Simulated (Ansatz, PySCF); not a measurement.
This triplet is an excited state, 1.72 eV above the relaxed singlet at the level composite: frozen-core CCSD(T) with HF/cc-pVQZ and the correlation energy extrapolated as X^-3 from cc-pVTZ and cc-pVQZ, plus CCSDT(Q) minus CCSD(T) in cc-pVDZ // PBE0-D3(BJ)/def2-TZVP (Ansatz, an electronic-structure program).

**H2OSi, SMILES `[SiH]O` (excited triplet; H–O–Si–H torsion 98°) (charge 0, multiplicity 3)**

Calculation: PBE0-D3(BJ)/def2-TZVP (PySCF).

```json
{
  "highest_occupied_spin_orbital": "-5.10 eV",
  "dipole_moment": "1.40 D",
  "total_energy": "-9950.86 eV",
  "cost": "about 20 core-seconds (a rough figure)"
}
```

```xyz
4

O     -0.8694    -0.2215     0.3445
Si     0.6053     0.5258     0.2952
H     -1.4728    -0.0250    -0.3755
H      1.7369    -0.2793    -0.2642
```
Charge 0, spin multiplicity 3.
